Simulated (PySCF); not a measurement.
Stepwise substitution at one centre (Si Br-OH). Gas-phase values, no solvent. One relaxed conformer stands for each flexible species; it need not be the lowest. Strings in code marks are SMILES.

All values below come from B3LYP-D3(BJ)/def2-TZVP // PBE0-D4/def2-TZVP run with PySCF. B3LYP has the VWN-RPA correlation part, as in Gaussian. Delta-SCF ions had no search for a lower state. Excitations are Tamm–Dancoff values on a coarser integration grid. The basis has no diffuse functions, so Rydberg states are missing or too high.

| species | T1 excitation (TDA) (eV) | vertical ionisation energy (Delta-SCF) (eV) | S1 excitation (TDA) (eV) | S1 oscillator strength |
|---|---|---|---|---|
| 0 of 4 Br replaced by OH | – | ? | 5.53 | 0.000 |
| 1 of 4 Br replaced by OH (`O[Si](Br)(Br)Br` (H–O–Si–Br torsion 180°)) | 5.61 | 10.31 | 5.99 | ? |
| 2 of 4 Br replaced by OH | 6.20 | ? | 6.64 | 0.021 |
| 4 of 4 Br replaced by OH (`O[Si](O)(O)O`) | 7.50 | 11.28 | 7.80 | 0.007 |

**Question.** Fill in the missing entries.

**Answer.** 
- 0 of 4 Br replaced by OH, vertical ionisation energy (Delta-SCF) (eV): 10.33
- 1 of 4 Br replaced by OH (`O[Si](Br)(Br)Br` (H–O–Si–Br torsion 180°)), S1 oscillator strength: 0.000
- 2 of 4 Br replaced by OH, vertical ionisation energy (Delta-SCF) (eV): 10.42
